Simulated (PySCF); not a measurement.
Coordinates in bohr (charge -1 multiplicity 4):
```
W     0.0000    0.0000    0.0000
S     0.0000    0.0000    4.2207
S     0.0000    0.0000   -4.2207
```

Computed with UPBE0/[W def2-SVPD with ECP60, S def2-SVPD], scalar-relativistic core potentials, density fitting, no spin–orbit coupling, PySCF.

This geometry of WS₂⁻ is a stationary point at this level.

Q: What is the point group?

A: D∞h.

Q: Is it a minimum?

A: No: it has 2 imaginary modes (one degenerate set), at 67i cm⁻¹ (πu).

Q: List the harmonic modes with their infrared intensities.

A: 
```json
{"symmetry": "πu", "ω (cm⁻¹)": "67i", "IR (km/mol, summed over degenerate members)": "–", "type": "bend"}
{"symmetry": "σu+", "ω (cm⁻¹)": "450", "IR (km/mol, summed over degenerate members)": "281", "type": "stretch"}
{"symmetry": "σg+", "ω (cm⁻¹)": "454", "IR (km/mol, summed over degenerate members)": "0.0", "type": "stretch"}
```

Q: What are the dipole moment and the gap between the highest occupied and lowest empty levels of either spin?

A: 0.00 D about the centre of mass and 3.94 eV.

Q: Give the atomic charges and bond orders.

A: 
```json
{"atom": "W1", "Mulliken": "0.69", "Löwdin": "-0.17", "polar tensor": "1.01", "spin (Mulliken)": "3.69", "Mayer order to W1": "–"}
{"atom": "S2,3", "Mulliken": "-0.85", "Löwdin": "-0.42", "polar tensor": "-1.00", "spin (Mulliken)": "-0.35", "Mayer order to W1": "1.43"}
```

In D∞h the vibrations span πu + σu+ + σg+. The σg+ mode carries no infrared intensity, as symmetry demands. With a centre of inversion only u modes can be infrared active and only g modes Raman active.

Other isomers or separated fragments may lie lower. Other spin states or occupations of the open shell can lie lower. The lowest empty level of this anion is unbound, so it and the gap depend on the basis. At this level a quartet minimum of C2v symmetry lies 10 kJ/mol below this structure. With an element this heavy the missing spin–orbit coupling can shift these numbers.
